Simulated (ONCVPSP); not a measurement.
# Gd (Z = 64): from the effect back to the setting (ONCV)

Base potential:

```
Element                 : gadolinium (Gd)
Generator               : ONCVPSP 4.0.1
Type                    : optimised norm-conserving Vanderbilt (ONCV)
Functional              : PBE
Relativity              : scalar-relativistic
Frozen core             : [Kr] 4d10
Valence charge          : 18
Reference configuration : 4f7 5s2 5p6 5d1 6s2
Partial waves           : 5s+6s: rc 2.40 bohr, ncon 4, nbas 7, qcut 6.6 1/bohr, 2 projectors; 5p: rc 1.75 bohr, ncon 4, nbas 7, qcut 4 1/bohr, 2 projectors, debl 3 Ha; 5d: rc 3.60 bohr, ncon 3, nbas 8, qcut 3.5 1/bohr, 1 projector; 4f: rc 1.40 bohr, ncon 4, nbas 8, qcut 10.8 1/bohr, local
Local potential         : the f channel
Core correction         : Teter function fitted to the true core (icmod 2), fcfact 0.2
```

Cutoffs, loose and tight: the cutoffs (Ha) at which the residual kinetic energy of the hardest occupied pseudo-wave falls to 1 and 0.1 mHa per electron. They do not see the model core or the augmentation charge, which bear on the density cutoff. Test errors are all-electron minus pseudo excitation energies from the reference, over the configurations 4f7 5s2 5p6 5d1 6s1; 4f7 5s2 5p6 5d1 6s0; 4f7 5s2 5p6 5d0 6s0; 4f6 5s2 5p6 5d1 6s2; variants that change the core or the reference have their own tests.

Only the scale of all radii but the core radius (base = 1) is moved:

| scale of all radii but the core radius (base = 1) | cutoff, loose | cutoff, tight | bound ghosts | largest test error (meV) |
| --- | --- | --- | --- | --- |
| 0.79 | 226 Ha | 299 Ha | s | -11 over the solved tests; 2 of 4 tests not solved or not reliable |
| 0.86 | 177 Ha | 230 Ha | s | -34 over the solved tests; 1 of 4 tests not solved or not reliable |
| 0.93 | 107 Ha | 166 Ha | s | +33 over the solved tests; 1 of 4 tests not solved or not reliable |
| 1.03 | 55 Ha | 97 Ha | s, p | +119 over the solved tests; 1 of 4 tests not solved or not reliable |
| 1.1 | 51 Ha | 57 Ha | s, p, d | +170 over the solved tests; 1 of 4 tests not solved or not reliable |
| 1.25 | 47 Ha | 51 Ha | s, d, p | -58 over the solved tests; 2 of 4 tests not solved or not reliable |
| 1.33 | 44 Ha | 49 Ha | s, d, p | +422 over the solved tests; 1 of 4 tests not solved or not reliable |

Q: One more run gave cutoff, loose: 50 Ha; cutoff, tight: 55 Ha; bound ghosts: s, p, d; largest test error (meV): +221 over the solved tests; 1 of 4 tests not solved or not reliable. Which value of the scale of all radii but the core radius (base = 1) was used?

A: 1.15. The loose cutoff moves one way along this sweep, from 226 Ha at 0.79 to 44 Ha at 1.33, which places the run between 1.1 and 1.25.
